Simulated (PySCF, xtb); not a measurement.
C₂H₈FNSi₂, SMILES C[Si@H]1CN[Si@H]1F.

Harmonic wavenumbers (cm⁻¹) from GFN2-xTB in xtb at its own minimum, in rising order: 75, 96, 118, 145, 186, 226, 397, 441, 468, 515, 583, 609, 665, 713, 732, 769, 786, 809, 826, 891, 1072, 1135, 1166, 1329, 1360, 1475, 1481, 1498, 2140, 2254, 2892, 2929, 3029, 3038, 3044, 3465.

Problem. What does PySCF 2.14.0 with PBE-D3(BJ)/def2-SVP give at its own minimum? (Estimate from the structure and the level; the computed values follow.)

Solution. 72, 91, 148, 186, 215, 288, 405, 422, 470, 606, 627, 630, 669, 713, 754, 801, 813, 834, 861, 894, 1035, 1119, 1139, 1211, 1290, 1379, 1382, 1429, 2143, 2155, 2922, 2973, 2976, 3076, 3084, 3489. Paired by order, the mean absolute difference is 38 cm⁻¹ and the zero-point energies are 62.0 and 61.9 kcal/mol.
